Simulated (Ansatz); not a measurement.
Two structures of SiNH4ClF2, singlet, reached by relaxing down either side of one saddle point (PBE0-D4/def2-TZVP). Energies are electronic, without zero-point energy. Program: Ansatz 0.2.0. Basis: def2-TZVPP and def2-QZVPP. Cores are frozen in the correlated methods. Extrapolation: Hartree–Fock as exp(−7.88 √X), correlation as X^−2.97. First:

| atom | x (Å) | y (Å) | z (Å) |
| --- | --- | --- | --- |
| Si1 | -0.7429 | -0.7617 | -0.4209 |
| N2 | 0.7819 | -0.0239 | -0.1780 |
| F3 | -0.7072 | -1.9404 | -1.4812 |
| F4 | -1.1480 | -1.4110 | 0.9618 |
| H5 | -1.7352 | 0.2209 | -0.8694 |
| H6 | 0.5148 | 1.4728 | 0.9499 |
| Cl7 | 0.3448 | 2.5513 | 1.6758 |
| H8 | 1.2101 | 0.4424 | -0.9667 |
| H9 | 1.4820 | -0.5503 | 0.3287 |

Second:

```xyz
9
angstrom
Si -0.9450 -0.0881 -0.0638
N 1.1269 -0.0073 0.0612
F -0.6058 -0.6912 -1.5212
F -0.7570 -1.0523 1.2159
H -2.4182 -0.1640 -0.1552
H 1.4153 0.3728 0.9561
Cl -0.8359 1.9898 0.2167
H 1.5051 0.5808 -0.6733
H 1.5147 -0.9404 -0.0364
```

Which bonds change from the first to the second?

SiNH₃F₂ ([NH2][SiH]([F])[F]) + HCl → SiHClF₂ ([F][SiH]([F])[Cl]) + NH₃ (still joined by a long Si–N bond); bonds formed: Si1–Cl7, N2–H6; bonds broken: H6–Cl7; bonds weakened to dative contacts: Si1–N2.

Give the saddle point's structure and its height above each. (To be estimated.)

Computed: 11.22 kcal/mol above the first and 18.88 kcal/mol above the second (CCSD(T) at an estimated basis limit (MP2 extrapolated from triple and quadruple zeta, plus CCSD(T) − MP2 in triple zeta)).
```
atom    x (Å)    y (Å)    z (Å)
 Si1  -0.7698  -0.4585  -0.2128
  N2   0.9559   0.0849  -0.1419
  F3  -0.6872  -1.6234  -1.2970
  F4  -1.0662  -1.1922   1.1438
  H5  -1.7250   0.5129  -0.7237
  H6   0.7415   0.9999   0.5412
 Cl7  -0.3748   1.9199   1.4119
  H8   1.3596   0.3436  -1.0373
  H9   1.5662  -0.5871   0.3158
```

T1 diagnostic: at most 0.011.

Hydrogen chloride, the by-product of chloride precursors, can attack films and sites by steps of this kind.

Labels in which every atom is bracketed show which atoms are joined, not bond orders.

For scale, one of the runs: CCSD(T)/def2-TZVPP, 233 basis functions, launched by `ansatz run in.yaml --threads 4 --pin off --events-out ev --progress --plain --max-ram 9574MiB`. The run took 100 s on 4 CPU threads of an Arm Neoverse V2 (shared host), with 4.2 GiB of host memory at its peak.
